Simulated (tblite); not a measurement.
Species: C6H9P2 (charge -1).
Geometry (GFN2-xTB, Å), atoms numbered from 1 in this order:
```
atom  x, y, z in Å
C1    -2.6350   -0.9136   -0.3304
C2    -2.0057    0.1927    0.5162
C3    -0.5507    0.3704    0.1757
C4    -0.1400    1.1171   -0.8964
P5     1.5690    1.2066   -1.2298
C6     2.0026    0.1799    0.1044
C7     3.4436   -0.1512    0.3912
P8     0.7115   -0.4306    1.1008
H9    -2.5507   -0.6669   -1.3872
H10   -3.6893   -1.0524   -0.0833
H11   -2.1064   -1.8489   -0.1572
H12   -2.1021   -0.0673    1.5746
H13   -2.5462    1.1313    0.3432
H14   -0.8459    1.6484   -1.5274
H15    4.0854    0.2836   -0.3764
H16    3.7492    0.2448    1.3631
H17    3.6037   -1.2320    0.4088
```

Computed geometry: GFN2-xTB, gas phase.

Masses are those of the commonest isotopes; rigid-rotor values at the optimised geometry. The values belong to one conformer with, in the numbering `[CH3:1][CH2:2][c:3]1[cH:4][p:5][c:6]([CH3:7])[p-:8]1`, C1–C2–C3–C4 82°.

What are A, B and C (MHz)?

Ia = 183.30, Ib = 496.95, Ic = 632.71 u·Å²; 505379 MHz·u·Å²/I gives A = 2757, B = 1017, C = 798.8 MHz.

Classify the top.

An asymmetric top: κ = (2 × 1017 − 2757 − 798.8)/(2757 − 798.8) = -0.78.

What does the inertial defect say?

Not planar: Δ = Ic − Ia − Ib = -47.54 u·Å². For a rigid frame Δ = −2 Σ m c², so Σ m c² = 23.77 u·Å² lies off the ab plane: 8.73 from hydrogen and 15.04 from heavier atoms. The atom farthest from that plane is 1.49 Å away.

Where do the levels up to J = 2 lie, in cm⁻¹?

Above 0(0,0):
J = 1: 1(0,1) 0.0606, 1(1,1) 0.1186, 1(1,0) 0.1259
J = 2: 2(0,2) 0.1811, 2(1,2) 0.2325, 2(1,1) 0.2543, 2(2,1) 0.4284, 2(2,0) 0.4291

Estimate the classical rotational partition function at 25 K, 50 K and 100 K.

Point group C1, symmetry number σ = 1; q = (√π/σ)·√((kT/h)³/(ABC)), k/h = 20836.6 MHz/K: 14100 at 25 K, 39800 at 50 K, 113000 at 100 K.

Its GFN2-xTB frequencies are all real (lowest 28 cm⁻¹). Zero-point vibration and centrifugal distortion are left out.
